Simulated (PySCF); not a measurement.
# Which determinant of CdC lies lowest?

Unrestricted PBE0; basis Cd cc-pVDZ-PP with ECP28, C cc-pVDZ; scalar-relativistic core potentials; PySCF 2.14. Outer shells of the fragments: Cd 4d10 5s2; C 2s2 2p2.

Followed along the bond (rough minima from three points):

```csv
2Ms+1,unpaired,⟨S²⟩ at the start,R at minimum (Å),Te (eV)
3,π ↑↑,2.21,2.17,0.00
1,π ↑↓,1.00,2.17,0.48
3,"σ ↑, π ↑",2.01,none in the scan,≤ 1.00
1,"σ ↓, π ↑",1.01,none in the scan,≤ 1.23
```

Solutions found at the starting distance of 2.110 Å, counted from the lowest of them; the search is not exhaustive and high or unbound solutions are not listed, so other states can lie among these:

```
2Ms+1  unpaired   term  E (eV)  ⟨S²⟩  ⟨Lz²⟩  μ (D)
    3      π ↑↑    ³Σ⁻    0.00  2.21   0.00  -2.76
    1      π ↑↓  mixed    0.48  1.00   2.01  -2.97
    3  σ ↑, π ↑     ³Π    1.20  2.01   1.00  -0.19
    1  σ ↓, π ↑  mixed    1.39  1.01   1.00  -0.40
    1      none  mixed    1.74  0.00   2.00  -3.02
    3  σ ↑, π ↑     ³Π    3.12  2.02   1.04  -4.45
```

A term symbol is given only where ⟨S²⟩ and ⟨Lz²⟩ are close to those of a pure state; real π, δ and φ orbitals otherwise mix terms. A positive dipole means Cd(−)C(+).

Spin–orbit coupling is left out. Counting both spins, an empty level lies below a filled one in some of these solutions, because spin and occupation are held.
